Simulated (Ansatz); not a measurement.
## Molecular dynamics of AlBFH$_{5}$O$_{2}$

Input:

```yaml
crystal:
  periodic: [false, false, false]
  atoms:
    - { symbol: B, position_ang: [-0.143873, 0.076983, 0.293316] }
    - { symbol: H, position_ang: [-0.363602, -1.058537, 1.078162] }
    - { symbol: F, position_ang: [1.067024, -0.090741, -0.338905] }
    - { symbol: O, position_ang: [-1.266208, 0.442355, -0.449744] }
    - { symbol: H, position_ang: [-1.158568, 0.158209, -1.37923] }
    - { symbol: O, position_ang: [-0.027317, 0.931689, 1.601212] }
    - { symbol: Al, position_ang: [0.813201, 2.377521, 2.138681] }
    - { symbol: H, position_ang: [0.991759, 2.505277, 3.710946] }
    - { symbol: H, position_ang: [1.292004, 3.419877, 1.043506] }
    - { symbol: H, position_ang: [-0.211719, -0.243033, 1.797957] }
basis:
  gaussian: { orbitals: "6-31G*" }
hamiltonian:
  xc: blyp
md:
  timestep: 0.5
  n_steps: 200
  ensemble: nve
  temperature: 100.0
  initial_velocities: maxwell_boltzmann
  seed: 6850
```

Command:

```bash
$ ansatz run input.yaml --threads 2 --pin off --max-ram 3072MiB --backend cpu --events-out ev --progress --plain --runs-dir out
```

It starts at the highest image of a converged band. Of that band: Beside the main top the profile has a ripple of under 15 meV (maxima at images 3, 5), which may be a very shallow well or noise. Neighbouring images differ by up to 2.2 eV, so the band resolves the path poorly. A vibrational analysis at the climbing image gives one clearly imaginary mode, 1446i cm⁻¹: a first-order saddle point.

Output, in part (one step line in 7, the closing report, with atoms numbered from 0):

```
md step     0: t =     0.00 fs  T =   100.0 K  F+E_penalty+E_count = -14165.85039786 eV  E_kin = 0.103408 eV  conserved = -14165.74698986 eV  (29 SCF iters)
md step     7: t =     3.50 fs  T =    35.8 K  F+E_penalty+E_count = -14165.78345060 eV  E_kin = 0.037054 eV  conserved = -14165.74639681 eV  (32 SCF iters)
md step    14: t =     7.00 fs  T =    62.1 K  F+E_penalty+E_count = -14165.81087439 eV  E_kin = 0.064201 eV  conserved = -14165.74667342 eV  (32 SCF iters)
md step    21: t =    10.50 fs  T =    51.8 K  F+E_penalty+E_count = -14165.80010664 eV  E_kin = 0.053586 eV  conserved = -14165.74652098 eV  (31 SCF iters)
md step    28: t =    14.00 fs  T =    95.6 K  F+E_penalty+E_count = -14165.84518582 eV  E_kin = 0.098849 eV  conserved = -14165.74633689 eV  (31 SCF iters)
md step    35: t =    17.50 fs  T =   356.7 K  F+E_penalty+E_count = -14166.11589670 eV  E_kin = 0.368850 eV  conserved = -14165.74704700 eV  (30 SCF iters)
md step    42: t =    21.00 fs  T =   561.6 K  F+E_penalty+E_count = -14166.32772838 eV  E_kin = 0.580708 eV  conserved = -14165.74702027 eV  (29 SCF iters)
md step    49: t =    24.50 fs  T =   704.9 K  F+E_penalty+E_count = -14166.47628708 eV  E_kin = 0.728890 eV  conserved = -14165.74739702 eV  (30 SCF iters)
md step    56: t =    28.00 fs  T =   615.7 K  F+E_penalty+E_count = -14166.38385501 eV  E_kin = 0.636664 eV  conserved = -14165.74719147 eV  (31 SCF iters)
md step    63: t =    31.50 fs  T =   549.6 K  F+E_penalty+E_count = -14166.31542009 eV  E_kin = 0.568333 eV  conserved = -14165.74708738 eV  (31 SCF iters)
md step    70: t =    35.00 fs  T =   603.9 K  F+E_penalty+E_count = -14166.37103785 eV  E_kin = 0.624456 eV  conserved = -14165.74658208 eV  (28 SCF iters)
md step    77: t =    38.50 fs  T =   721.2 K  F+E_penalty+E_count = -14166.49295116 eV  E_kin = 0.745794 eV  conserved = -14165.74715713 eV  (27 SCF iters)
md step    84: t =    42.00 fs  T =   723.3 K  F+E_penalty+E_count = -14166.49491711 eV  E_kin = 0.747940 eV  conserved = -14165.74697672 eV  (30 SCF iters)
md step    91: t =    45.50 fs  T =   739.3 K  F+E_penalty+E_count = -14166.51222447 eV  E_kin = 0.764525 eV  conserved = -14165.74769928 eV  (29 SCF iters)
md step    98: t =    49.00 fs  T =   632.6 K  F+E_penalty+E_count = -14166.40020825 eV  E_kin = 0.654141 eV  conserved = -14165.74606711 eV  (30 SCF iters)
md step   105: t =    52.50 fs  T =   798.9 K  F+E_penalty+E_count = -14166.57309491 eV  E_kin = 0.826172 eV  conserved = -14165.74692295 eV  (29 SCF iters)
md step   112: t =    56.00 fs  T =   902.1 K  F+E_penalty+E_count = -14166.67965853 eV  E_kin = 0.932806 eV  conserved = -14165.74685293 eV  (29 SCF iters)
md step   119: t =    59.50 fs  T =  1002.5 K  F+E_penalty+E_count = -14166.78473536 eV  E_kin = 1.036646 eV  conserved = -14165.74808938 eV  (30 SCF iters)
md step   126: t =    63.00 fs  T =   795.6 K  F+E_penalty+E_count = -14166.56985647 eV  E_kin = 0.822761 eV  conserved = -14165.74709554 eV  (29 SCF iters)
md step   133: t =    66.50 fs  T =   605.6 K  F+E_penalty+E_count = -14166.37243637 eV  E_kin = 0.626227 eV  conserved = -14165.74620974 eV  (29 SCF iters)
md step   140: t =    70.00 fs  T =   647.2 K  F+E_penalty+E_count = -14166.41621112 eV  E_kin = 0.669270 eV  conserved = -14165.74694121 eV  (30 SCF iters)
md step   147: t =    73.50 fs  T =   681.1 K  F+E_penalty+E_count = -14166.45111569 eV  E_kin = 0.704298 eV  conserved = -14165.74681740 eV  (30 SCF iters)
md step   154: t =    77.00 fs  T =   820.1 K  F+E_penalty+E_count = -14166.59585811 eV  E_kin = 0.848002 eV  conserved = -14165.74785624 eV  (28 SCF iters)
md step   161: t =    80.50 fs  T =   763.4 K  F+E_penalty+E_count = -14166.53562711 eV  E_kin = 0.789408 eV  conserved = -14165.74621939 eV  (30 SCF iters)
md step   168: t =    84.00 fs  T =   897.6 K  F+E_penalty+E_count = -14166.67519647 eV  E_kin = 0.928212 eV  conserved = -14165.74698429 eV  (30 SCF iters)
md step   175: t =    87.50 fs  T =  1000.2 K  F+E_penalty+E_count = -14166.78129934 eV  E_kin = 1.034250 eV  conserved = -14165.74704950 eV  (29 SCF iters)
md step   182: t =    91.00 fs  T =   981.2 K  F+E_penalty+E_count = -14166.76212751 eV  E_kin = 1.014603 eV  conserved = -14165.74752434 eV  (30 SCF iters)
md step   189: t =    94.50 fs  T =   769.3 K  F+E_penalty+E_count = -14166.54225841 eV  E_kin = 0.795550 eV  conserved = -14165.74670804 eV  (30 SCF iters)
md step   196: t =    98.00 fs  T =   607.5 K  F+E_penalty+E_count = -14166.37493006 eV  E_kin = 0.628207 eV  conserved = -14165.74672331 eV  (29 SCF iters)
md step   200: t =   100.00 fs  T =   531.3 K  F+E_penalty+E_count = -14166.29584500 eV  E_kin = 0.549416 eV  conserved = -14165.74642915 eV  (29 SCF iters)
Total energy: -14166.29622994 eV, -520.6017841898 hartree
Atom 0 at    -0.251082    -0.648256    -0.674710 Å, force     0.721655     3.912691     0.814947 eV/Å
Atom 1 at    -0.387004    -1.744478    -0.952019 Å, force    -0.297931    -1.498712    -0.067241 eV/Å
Atom 2 at     1.046858    -0.124995    -0.454585 Å, force    -1.684406    -0.984766    -0.472356 eV/Å
Atom 3 at    -1.294625     0.315201    -0.608360 Å, force     1.157402    -2.213797    -0.630597 eV/Å
Atom 4 at    -0.849410     1.143002    -0.846755 Å, force     0.087870     0.794607     0.332414 eV/Å
Atom 5 at    -0.115834     1.199733     2.495232 Å, force     0.156317    -0.895333    -0.318000 eV/Å
Atom 6 at     0.915891     2.532779     2.186525 Å, force     0.140822     1.501508     0.596240 eV/Å
Atom 7 at     0.793293     3.601352     3.444721 Å, force     0.321386    -0.300087    -0.402583 eV/Å
Atom 8 at     1.737598     3.083180     0.857813 Å, force    -0.483945    -0.640804     0.360509 eV/Å
Atom 9 at    -0.107549     0.729882     3.356195 Å, force    -0.119168     0.324693    -0.213332 eV/Å
Dipole moment:     0.140615    -0.114803     0.042967 e Å
```

All steps were run. The conserved energy stayed within 0.13 meV per atom of its start (net change 0.056 meV per atom), so the integration is sound. The system heated up, since it started high on the potential surface and ran downhill. A run of 0.1 ps of so small a system gives no equilibrium averages. The orbitals stay closed-shell, which can raise the energy where a bond breaks towards radicals; this wasn't checked here.

The step under study would form B1–O6, H2–H10 and break B1–H2, O6–H10. These pairs go: B1–O6 1.57 → 3.67 Å, H2–H10 1.10 → 4.98 Å, B1–H2 1.40 → 1.14 Å, O6–H10 1.21 → 0.98 Å. In the last frame they stand as before the step (other bonds may differ from the relaxed reactants and products). It ends as AlH3O + BFH2O. Pairs count as bonded within 1.25 times the sum of covalent radii (0.12 Å more for H–H).

Last frame:

```xyz
10
Properties=species:S:1:pos:R:3
B -0.251 -0.648 -0.675
H -0.387 -1.744 -0.952
F 1.047 -0.125 -0.455
O -1.295 0.315 -0.608
H -0.849 1.143 -0.847
O -0.116 1.200 2.495
Al 0.916 2.533 2.187
H 0.793 3.601 3.445
H 1.738 3.083 0.858
H -0.107 0.730 3.356
```

Run time: 110 s on 2 threads of AMD EPYC 9R45 96-Core Processor (Zen 5) (shared host), peak memory 0.14 GiB.
